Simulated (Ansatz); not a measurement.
The same path of a periodic cell of 17 atoms, Rb16H (host Rb, host structure bcc, interstitial H) was run twice with different band settings. Lost on the way: Rb1–Rb4, Rb4–H17. Made: Rb1–Rb3, Rb3–H17.

These are results of Ansatz, DFT PBEsol, scalar-relativistic, plane waves, PAW, not measurements. Settings: cutoff 420 eV, k mesh 2x2x2, gaussian smearing 0.15 eV, no spin polarisation.

Relaxed end points:

```xyz
17
Lattice="11.1800 0.0000 0.0000 0.0000 11.1800 0.0000 0.0000 0.0000 11.1800" Properties=species:S:1:pos:R:3
Rb 0.001 0.033 -0.409
Rb 5.591 -0.162 -0.195
Rb 0.001 5.355 0.180
Rb 0.001 0.038 6.002
Rb 2.930 2.568 2.797
Rb 5.590 5.806 0.140
Rb 5.591 -0.160 5.791
Rb 8.251 2.569 2.797
Rb 0.001 5.353 5.416
Rb 2.605 8.545 2.799
Rb 2.963 3.032 8.389
Rb 5.590 5.805 5.456
Rb 8.577 8.544 2.799
Rb 8.218 3.032 8.389
Rb 2.382 8.339 8.388
Rb 8.799 8.338 8.388
H 0.000 9.777 8.386
```

```xyz
17
Lattice="11.1800 0.0000 0.0000 0.0000 11.1800 0.0000 0.0000 0.0000 11.1800" Properties=species:S:1:pos:R:3
Rb -0.005 -0.410 0.041
Rb 5.587 -0.193 -0.160
Rb -0.005 6.002 0.041
Rb -0.003 0.173 5.355
Rb 2.929 2.797 2.577
Rb 5.587 5.786 -0.161
Rb 5.586 0.138 5.809
Rb 8.244 2.797 2.578
Rb -0.003 5.420 5.355
Rb 2.965 8.386 3.029
Rb 2.596 2.796 8.546
Rb 5.586 5.455 5.810
Rb 8.208 8.386 3.031
Rb 8.577 2.796 8.545
Rb 2.383 8.387 8.345
Rb 8.793 8.387 8.346
H -0.003 8.386 9.783
```

Common settings: climbing image yes; spring 5.0 eV/Å²; optimiser quadratic models (default); end points relaxed.

| run | movable images | start path | force threshold | iteration limit | theory |
| --- | --- | --- | --- | --- | --- |
| 1 | 5 | straight line | 0.03 eV/Å | 80 | DFT PBEsol, scalar-relativistic, plane waves, PAW cutoff 420 eV, k mesh 2x2x2, gaussian smearing 0.15 eV, no spin polarisation |
| 2 | 3 | default | 0.05 eV/Å | 50 | DFT PBEsol, scalar-relativistic, plane waves, PAW cutoff 250 eV, k mesh 2x2x2, gaussian smearing 0.15 eV, no spin polarisation |

**Question.** What does each run give, and how far can it be trusted?

**Answer.** Run 1: converged after 12 iterations, highest image 0.073 eV above the first end. By the program's own check the climbing image is of a kind that is not told: the force calls were inconclusive, a negative curvature could not be distinguished from the path's own, the only one lies far off the path, or fixed occupations may fill a level only in part (lowest curvatures found: -0.09 and 0.03 eV/Å²).
Run 2: converged after 8 iterations, highest image 0.074 eV above the first end. The order of the point at the top wasn't checked. The plane-wave cutoff is below what these datasets need, so energies and pressures aren't converged.
Limits of this set-up: coarse k mesh, odd electron count without spin, a small cell, in which the defect meets its images, a typed lattice constant that wasn't relaxed here.
